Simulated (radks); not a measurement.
Spherical quantum dot in the effective-mass picture: electrons in a hard-walled sphere of radius 6.99, all in effective atomic units (hartree* = m*/eps^2 hartree, bohr* = eps/m* bohr), one dielectric constant everywhere. Method: non-relativistic Kohn-Sham, PBEsol, spin-polarised, spherical densities; computed with a radial shooting solver with Libxc functionals. Levels are named by radial order and angular momentum (1s, 1p, 1d, 2s, ...), and open shells are averaged over m. Results are scaled to m* = 0.103 and eps = 10.8, for which hartree* = 24.03 meV and bohr* = 5.549 nm. Each electron was tried in the lowest free levels, single moves between levels near the top were tried too, and the lowest total energy was kept; such a search can miss a lower state. The series stops at N = 26: beyond it a trial failed or the search could not be trusted, so later rows were left out. At N = 1 the Hartree and exchange-correlation terms need not cancel, so that row can carry a self-interaction error.

\begin{tabular}{lrrrrrr}
N & open shells & 2S & mu = E(N) - E(N-1) (meV) & addition energy mu(N+1) - mu(N) (meV) & e(HOMO) (meV) & rms radius (nm) \\ \hline
1 & 1s(up 1, down 0) & 1 & 2.4102 & 5.117 & 4.4963 & 20.96 \\
2 & none & 0 & 7.5270 & 6.082 & 9.5798 & 22.51 \\
3 & 1p(up 1, down 0) & 1 & 13.609 & 4.115 & 15.644 & 24.01 \\
4 & 1p(up 2, down 0) & 2 & 17.725 & 4.189 & 19.815 & 24.88 \\
5 & 1p(up 3, down 0) & 3 & 21.914 & 5.179 & 24.015 & 25.50 \\
6 & 1p(up 3, down 1) & 2 & 27.093 & 3.995 & 29.070 & 26.00 \\
7 & 1p(up 3, down 2) & 1 & 31.088 & 4.069 & 33.116 & 26.40 \\
8 & none & 0 & 35.156 & 6.388 & 37.200 & 26.74 \\
9 & 1d(up 1, down 0) & 1 & 41.545 & 4.001 & 43.542 & 27.11 \\
10 & 1d(up 2, down 0) & 2 & 45.546 & 4.016 & 47.552 & 27.41 \\
11 & 1d(up 3, down 0) & 3 & 49.562 & 4.022 & 51.572 & 27.68 \\
12 & 1d(up 4, down 0) & 4 & 53.583 & 4.024 & 55.595 & 27.91 \\
13 & 1d(up 5, down 0) & 5 & 57.607 & 4.984 & 59.619 & 28.12 \\
14 & 1d(up 5, down 1) & 4 & 62.591 & 3.935 & 64.555 & 28.31 \\
15 & 1d(up 5, down 2) & 3 & 66.525 & 3.951 & 68.499 & 28.48 \\
16 & 1d(up 5, down 3) & 2 & 70.476 & 3.960 & 72.455 & 28.63 \\
17 & 1d(up 5, down 4) & 1 & 74.436 & 3.964 & 76.418 & 28.78 \\
18 & none & 0 & 78.400 & 6.784 & 80.383 & 28.91 \\
19 & 1f(up 1, down 0) & 1 & 85.184 & 3.921 & 87.144 & 29.05 \\
20 & 1f(up 2, down 0) & 2 & 89.105 & 3.924 & 91.067 & 29.19 \\
21 & 1f(up 3, down 0) & 3 & 93.029 & 3.926 & 94.992 & 29.31 \\
22 & 1f(up 4, down 0) & 4 & 96.955 & 3.927 & 98.919 & 29.42 \\
23 & 1f(up 5, down 0) & 5 & 100.88 & 3.927 & 102.85 & 29.53 \\
24 & 1f(up 6, down 0) & 6 & 104.81 & 3.926 & 106.77 & 29.63 \\
25 & 1f(up 7, down 0) & 7 & 108.73 & 4.862 & 110.70 & 29.73 \\
26 & 1f(up 7, down 1) & 6 & 113.60 & - & 115.54 & 29.82 \\
\end{tabular}

All shells are closed at N = 2, 8, 18 (there: 1s2 1p6 1d10); the second difference of the energy has clear peaks (12 % above both neighbours; the first and last values, which can be the largest, are not judged, and half-filled shells can peak too) at N = 2, 5, 8, 13, 18.
